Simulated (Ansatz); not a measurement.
`C[SiH2]O[SiH2]Cl` and `C[SiH2]O[SiH2]F` differ in one atom or group.

Ansatz, PBE0-D4/def2-TZVP geometries, multiplicity 1. Each molecule was computed in one conformer, which needn't be the lowest.

```json
{"property": "HOMO–LUMO gap (PBE/def2-TZVPP) / eV", "`C[SiH2]O[SiH2]Cl`": "6.60"}
{"property": "HOMO energy (ωB97M-V/def2-TZVPP) / eV", "`C[SiH2]O[SiH2]Cl`": "-10.93"}
{"property": "zero-point energy (PBE0-D4/def2-TZVP) / kJ/mol", "`C[SiH2]O[SiH2]Cl`": "205.1"}
{"property": "size of the dipole moment (PBE/def2-TZVPP) / D", "`C[SiH2]O[SiH2]Cl`": "0.87"}
{"property": "HOMO–LUMO gap (ωB97M-V/def2-TZVPP) / eV", "`C[SiH2]O[SiH2]Cl`": "12.83"}
{"property": "LUMO energy (B3LYP/def2-TZVPP) / eV", "`C[SiH2]O[SiH2]Cl`": "0.00"}
```

(1) Give the same properties after the change, and the shifts. (Best estimate.)

Results:

(1) The calculation gave: 
| property | `C[SiH2]O[SiH2]F` | shift |
| --- | --- | --- |
| HOMO–LUMO gap (PBE/def2-TZVPP) / eV | 6.87 | 0.27 |
| HOMO energy (ωB97M-V/def2-TZVPP) / eV | -11.05 | -0.12 |
| zero-point energy (PBE0-D4/def2-TZVP) / kJ/mol | 208.3 | 3.2 |
| size of the dipole moment (PBE/def2-TZVPP) / D | 0.85 | -0.02 |
| HOMO–LUMO gap (ωB97M-V/def2-TZVPP) / eV | 13.13 | 0.30 |
| LUMO energy (B3LYP/def2-TZVPP) / eV | 0.18 | 0.18 |

With PBE0 the HOMO falls by 0.09 eV and the LUMO rises by 0.20 eV, so the gap widens by about 0.29 eV. PBE moves the HOMO by -0.07 eV and ωB97M-V by -0.12 eV. Dipoles are sizes alone; their direction can turn.

B3LYP here is the variant with VWN-RPA as its local correlation; programs differ in this.
